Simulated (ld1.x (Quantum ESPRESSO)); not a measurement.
osmium, TM: configuration errors across variants

* Element: osmium (Os)
* Generator: ld1.x (Quantum ESPRESSO) 7.5
* Type: norm-conserving Troullier–Martins (Kleinman–Bylander form)
* Functional: PBE
* Relativity: scalar-relativistic
* Frozen core: [Xe] 4f14
* Valence charge: 8
* Reference configuration: 5d6 6s2 6p0
* Partial waves: 6s (bound): rc 2.25 bohr; 6p (bound, empty): rc 3.60 bohr; 5d (bound): rc 1.75 bohr
* Local potential: all-electron potential smoothed inside 3.50 bohr (lloc = -1)
* Core correction: a·sin(br)/r model core inside 1.15 bohr

All-electron excitation energies from the reference (eV): (1) 5d6 6s1 6p0 9.577; (2) 5d6 6s0 6p0 26.491; (3) 5d5 6s0 6p0 55.338; (4) 5d6.5 6s1.5 6p0 0.054; (5) 5d4 6s0 6p0 96.816; (6) 5d6 6s1.5 6p0 3.914; (7) 5d5 6s2 6p0 11.078.

Errors AE − PS in meV (a dash: test not solved or not reliable):

```tsv
change	(1)	(2)	(3)	(4)	(5)	(6)	(7)	bound ghosts
base	-15	-66	-201	-21	-687	-4.1	-78	none
wave 5d (bound): rc 1.75 bohr becomes 5d (bound): rc 1.18 bohr	-15	-66	-200	-21	-683	–	-77	none
wave 5d (bound): rc 1.75 bohr becomes 5d (bound): rc 1.34 bohr	-15	-66	-201	-21	-685	-4.1	-78	none
wave 5d (bound): rc 1.75 bohr becomes 5d (bound): rc 1.82 bohr	-15	-66	-201	-21	-687	-4.1	-78	none
wave 5d (bound): rc 1.75 bohr becomes 5d (bound): rc 2.00 bohr	-15	-66	-201	-21	-687	-4.1	-78	none
wave 5d (bound): rc 1.75 bohr becomes 5d (bound): rc 2.16 bohr	-15	-65	-202	-21	-684	-4.0	-77	none
wave 5d (bound): rc 1.75 bohr becomes 5d (bound): rc 2.38 bohr	-14	-64	-204	-20	-672	-3.9	-74	none
wave 5d (bound): rc 1.75 bohr becomes 5d (bound): rc 2.60 bohr	-14	-62	-207	-18	-651	-3.8	-69	none
```

Q: Give the same row for: wave 5d (bound): rc 1.75 bohr becomes 5d (bound): rc 1.56 bohr.

A: -15, -66, -201, -21, -686, -4.0, -78; bound ghosts: none.
